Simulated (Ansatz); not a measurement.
Input for Ansatz (development build ahead of 0.2.0):

```yaml
crystal:
  periodic: [false, false, false]
  atoms:
    - { symbol: "N", position_ang: [0.00106, -0.04013, -1.35924] }
    - { symbol: H, position_ang: [0.95654, -0.01005, -1.79891] }
    - { symbol: H, position_ang: [-0.48345, 0.77478, -1.83307] }
    - { symbol: H, position_ang: [-0.45384, -0.81057, -1.77267] }
    - { symbol: Cu, position_ang: [0.03444, 0.06524, 0.5841] }
basis:
  gaussian: { orbitals: def2-SVP }
total_charge: 1
hamiltonian:
  xc: hf
correlation:
  method: mp2
  frozen_orbitals: { Cu: 5, H: 0, "N": 1 }
```

The input is written out in the form of the current development build from the run's settings.

Results

```yaml
Converged: yes
Reference_energy: -1694.67359 hartree
Correlation_energy: -0.55090 hartree
Total_energy: -1695.22450 hartree
Spin_squared_of_the_determinant: 0.000
```
